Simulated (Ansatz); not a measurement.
```yaml
crystal:
  periodic: [false, false, false]
  atoms:
    - {symbol: Si, position_ang: [0.005130, 0.006325, 0.694915]}
    - {symbol: Si, position_ang: [2.208546, -0.007823, -0.115955]}
    - {symbol: Si, position_ang: [-1.100008, 1.915349, -0.109592]}
    - {symbol: Si, position_ang: [-1.110630, -1.910248, -0.076121]}
    - {symbol: H, position_ang: [0.015887, 0.020117, 2.195273]}
    - {symbol: H, position_ang: [2.930208, -1.241387, 0.322364]}
    - {symbol: H, position_ang: [2.960426, 1.189672, 0.369535]}
    - {symbol: H, position_ang: [2.175056, 0.021240, -1.610633]}
    - {symbol: H, position_ang: [-0.370712, 3.159542, 0.284226]}
    - {symbol: H, position_ang: [-2.495611, 1.984386, 0.422952]}
    - {symbol: H, position_ang: [-1.159633, 1.847924, -1.602489]}
    - {symbol: H, position_ang: [-0.457916, -3.150605, 0.444398]}
    - {symbol: H, position_ang: [-1.057688, -1.932059, -1.570447]}
    - {symbol: H, position_ang: [-2.543037, -1.902434, 0.351575]}
basis:
  gaussian: {orbitals: def2-TZVP}
total_charge: -1
magnetization: {spin_polarized: true, initial_magnetization: 1}
hamiltonian: {xc: {name: B97}}
scf: {lower_state_search: off}
output: {forces: true}
```

```sh
$ ansatz run in.yaml --threads 4 --pin off --events-out ev --progress --plain --max-ram 4787MiB
```

It prints (some lines left out):

```
Functional definition: B97
1484 factors; their error is unknown
mean field evaluation 1: about -31667.8756 eV, gradient 1.0e1 eV
mean field evaluation 2: about -31668.5676 eV, gradient 4.0e0 eV
mean field evaluation 4: about -31668.6880 eV, gradient 4.8e-1 eV
mean field evaluation 8: about -31668.7884 eV, gradient 9.3e-2 eV
mean field evaluation 16: about -31668.7888 eV, gradient 5.5e-3 eV
mean field evaluation 32: about -31668.7889 eV, gradient 1.0e-4 eV
mean field -31668.78885117 eV, -1163.8065244043 hartree, gradient 8.1e-6 eV, S^2 0.753467; 0 other end points of the search recorded, 0 dependent functions left out
reference -31668.78890005 eV, -1163.8065262008 hartree; 34, 33 occupied and 174, 175 virtual orbitals, 1484 factors
Total energy: -31668.78890005 eV, -1163.8065262008 hartree
Atom 0 at     0.005130     0.006325     0.694915 Å, force     0.007933     0.026818    -0.885877 eV/Å
Atom 1 at     2.208546    -0.007823    -0.115955 Å, force    -0.187432    -0.019138     0.829748 eV/Å
Atom 2 at    -1.100008     1.915349    -0.109592 Å, force     0.095638    -0.158307     0.831426 eV/Å
Atom 3 at    -1.110630    -1.910248    -0.076121 Å, force     0.105744     0.194263     0.792109 eV/Å
Atom 4 at     0.015887     0.020117     2.195273 Å, force    -0.002637    -0.005847     0.011656 eV/Å
Atom 5 at     2.930208    -1.241387     0.322364 Å, force     0.420665    -0.072740    -0.259216 eV/Å
Atom 6 at     2.960426     1.189672     0.369535 Å, force     0.397193     0.064689    -0.251628 eV/Å
Atom 7 at     2.175056     0.021240    -1.610633 Å, force     0.116135    -0.010449    -0.029639 eV/Å
Atom 8 at    -0.370712     3.159542     0.284226 Å, force    -0.135841     0.340611    -0.242657 eV/Å
Atom 9 at    -2.495611     1.984386     0.422952 Å, force    -0.300967     0.355809    -0.267992 eV/Å
Atom 10 at    -1.159633     1.847924    -1.602489 Å, force    -0.073822     0.091000    -0.022809 eV/Å
Atom 11 at    -0.457916    -3.150605     0.444398 Å, force    -0.160878    -0.396437    -0.244672 eV/Å
Atom 12 at    -1.057688    -1.932059    -1.570447 Å, force    -0.053203    -0.107660    -0.028357 eV/Å
Atom 13 at    -2.543037    -1.902434     0.351575 Å, force    -0.228528    -0.302612    -0.232091 eV/Å
Dipole moment:    -0.007369    -0.018229    -0.050274 e Å
Checks for a lower state left out: stability, starts, cluster_reference, orbital_swaps, neighbouring_geometries, increment
```

Hardware: 4 threads of Arm Neoverse V2 on a shared host. Wall time 20 s, peak host memory 0.73 GiB.

The highest occupied level of an anion often lies above zero with these methods, and sets without diffuse functions describe the outer electron poorly.

The dipole of an ion depends on the origin.
